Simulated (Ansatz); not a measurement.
Problem. Name a neutral molecule of Al, C, S, Si and H with HOMO energy (PBE0/def2-TZVPP) between -7.35 and -7.05 eV and LUMO energy (B3LYP/def2-TZVPP) between -2.25 and -1.95 eV (Ansatz, PBE0-D4/def2-TZVP geometry).

Solution. `[CH3][AlH][SiH2]S` (-7.24 eV, -2.00 eV). Other molecules can fit too; these were computed, each in one conformer that needn't be the lowest.

B3LYP here is the variant with VWN-RPA as its local correlation; programs differ in this.
